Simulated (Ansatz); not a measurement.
Input file for Ansatz (a program for electronic structure): U-CCSD(T)/def2-TZVPP on La, 2S+1 = 2, a spin state set in the input, which need not be the lowest. Elements past Kr take the def2 small-core potentials; no spin–orbit coupling.

Ansatz 0.2 input:
```yaml
crystal:
  periodic: [false, false, false]
  atoms:
    - {symbol: La, position_ang: [0.00000000, 0.00000000, 0.00000000]}
basis:
  gaussian:
    orbitals: def2-TZVPP
magnetization: {spin_polarized: true, initial_magnetization: 1}
correlation: {method: ccsd_t, electrons: valence}
scf: {lower_state_search: full}
```

It printed:

```
Functional definition: HF
[...]
integrals: 0.03 GiB planned
358 factors; integrals over basis functions are off by at most 2.5e-4 eV
mean field: 0.08 GiB planned
mean field evaluation 1: about -845.1517 eV, gradient 4.2e0 eV
mean field evaluation 2: about -845.1518 eV, gradient 4.2e0 eV
mean field evaluation 4: about -845.6137 eV, gradient 7.0e-1 eV
mean field evaluation 8: about -845.6565 eV, gradient 4.0e-1 eV
mean field evaluation 16: about -845.8651 eV, gradient 3.2e-6 eV
mean field evaluation 32: about -845.8643 eV, gradient 4.7e-2 eV
mean field evaluation 64: about -845.3845 eV, gradient 9.8e-1 eV
mean field evaluation 96: about -845.5016 eV, gradient 3.2e-1 eV
mean field evaluation 128: about -845.8646 eV, gradient 1.0e-1 eV
mean field evaluation 160: about -845.8651 eV, gradient 1.7e-4 eV
mean field evaluation 192: about -845.1801 eV, gradient 5.2e-2 eV
mean field evaluation 224: about -845.4146 eV, gradient 2.6e0 eV
mean field evaluation 256: about -845.8615 eV, gradient 2.0e-1 eV
mean field evaluation 288: about -845.1255 eV, gradient 5.3e-1 eV
mean field evaluation 320: about -845.8648 eV, gradient 5.4e-2 eV
mean field evaluation 352: about -845.6129 eV, gradient 7.4e-1 eV
mean field evaluation 384: about -843.4777 eV, gradient 2.5e0 eV
mean field evaluation 416: about -845.8650 eV, gradient 6.7e-2 eV
mean field evaluation 448: about -844.7215 eV, gradient 4.5e-1 eV
mean field evaluation 480: about -845.1802 eV, gradient 1.5e-1 eV
mean field evaluation 512: about -845.8651 eV, gradient 4.3e-3 eV
mean field evaluation 544: about -845.3616 eV, gradient 1.1e0 eV
mean field evaluation 576: about -845.5658 eV, gradient 7.7e-1 eV
mean field evaluation 608: about -845.4438 eV, gradient 1.2e0 eV
mean field evaluation 640: about -845.1277 eV, gradient 3.4e-1 eV
mean field evaluation 672: about -845.4862 eV, gradient 1.3e0 eV
mean field evaluation 704: about -843.6428 eV, gradient 7.0e0 eV
mean field evaluation 736: about -845.0912 eV, gradient 5.3e-1 eV
mean field evaluation 768: about -844.9534 eV, gradient 1.1e0 eV
mean field evaluation 800: about -845.2921 eV, gradient 2.3e-1 eV
mean field evaluation 832: about -844.9783 eV, gradient 6.3e-2 eV
mean field evaluation 864: about -844.6917 eV, gradient 3.0e-4 eV
mean field evaluation 896: about -845.2960 eV, gradient 1.7e-1 eV
mean field evaluation 928: about -844.0078 eV, gradient 3.7e-4 eV
mean field evaluation 960: about -843.8047 eV, gradient 7.1e-2 eV
mean field evaluation 992: about -844.1203 eV, gradient 1.2e0 eV
mean field evaluation 1024: about -843.4719 eV, gradient 2.5e-1 eV
mean field evaluation 1056: about -843.2495 eV, gradient 1.9e0 eV
mean field evaluation 1088: about -845.4446 eV, gradient 9.6e-1 eV
mean field evaluation 1120: about -845.5345 eV, gradient 2.6e-1 eV
mean field evaluation 1152: about -845.4781 eV, gradient 3.3e-1 eV
mean field evaluation 1184: about -845.6225 eV, gradient 1.3e-1 eV
mean field evaluation 1216: about -845.4762 eV, gradient 3.5e-1 eV
mean field evaluation 1248: about -845.3664 eV, gradient 1.1e0 eV
mean field evaluation 1280: about -845.4815 eV, gradient 3.0e-1 eV
mean field evaluation 1312: about -845.4726 eV, gradient 3.7e-1 eV
mean field evaluation 1344: about -843.7989 eV, gradient 1.8e-1 eV
mean field -845.86505904 eV, -31.0849675716 hartree, gradient 4.4e-6 eV, S^2 1.434265; 36 other end points of the search recorded, 0 dependent functions left out
determinant -845.86505904 eV, -31.0849675716 hartree, with singles and doubles -851.58917202 eV, -31.2953248440 hartree
determinant -845.62770884 eV, -31.0762451130 hartree, with singles and doubles -851.56815485 eV, -31.2945524769 hartree
determinant -845.28351432 eV, -31.0635961974 hartree, with singles and doubles -850.94442403 eV, -31.2716307922 hartree
determinant -845.18076395 eV, -31.0598201910 hartree, with singles and doubles -850.91938458 eV, -31.2707106096 hartree
determinant -845.14035870 eV, -31.0583353256 hartree, with singles and doubles -850.84414110 eV, -31.2679454625 hartree
determinant -845.13596008 eV, -31.0581736790 hartree, with singles and doubles -850.85191826 eV, -31.2682312680 hartree
determinant -844.97762844 eV, -31.0523550989 hartree, with singles and doubles -850.79867860 eV, -31.2662747465 hartree
determinant -844.80176715 eV, -31.0458923155 hartree, with singles and doubles -850.57688125 eV, -31.2581238441 hartree
determinant -844.69168009 eV, -31.0418466908 hartree, with singles and doubles -849.80789054 eV, -31.2298639568 hartree
determinant -844.36326972 eV, -31.0297778321 hartree, with singles and doubles -850.40550710 eV, -31.2518259603 hartree
determinant -844.00782098 eV, -31.0167153319 hartree, with singles and doubles -849.57237634 eV, -31.2212089697 hartree
determinant -843.93307791 eV, -31.0139685748 hartree, with singles and doubles -849.63453561 eV, -31.2234932808 hartree
determinant -843.80464571 eV, -31.0092487785 hartree, with singles and doubles -849.33399120 eV, -31.2124484774 hartree
determinant -843.45447935 eV, -30.9963804020 hartree, with singles and doubles -849.47084411 eV, -31.2174777290 hartree
determinant -843.45274184 eV, -30.9963165497 hartree, with singles and doubles -849.39506685 eV, -31.2146929660 hartree
determinant -843.43642500 eV, -30.9957169170 hartree, with singles and doubles -849.30439858 eV, -31.2113609687 hartree
determinant -845.86505904 eV, -31.0849675716 hartree, with singles and doubles -851.59758883 eV, -31.2956341559 hartree
determinant -845.62770884 eV, -31.0762451130 hartree, with singles and doubles -851.57014575 eV, -31.2946256412 hartree
reference -845.62770885 eV, -31.0762451131 hartree; 6, 5 occupied and 50, 51 virtual orbitals, 358 factors
second order -5.64894413 eV of doubles, -0.00000000 eV of singles
coupled cluster: 0.14 GiB planned
cycle   1  -5.94243932 eV  change   -2.4e-6 eV  update   1.9e-5
cycle   2  -5.94243543 eV  change    3.9e-6 eV  update   3.6e-6
perturbative correction -0.28825247 eV, -0.0105930827 hartree
Total energy: -851.85839674 eV, -31.3052186699 hartree
```

The calculation finished and met its thresholds.

Cost: around 40 core-seconds (rough).
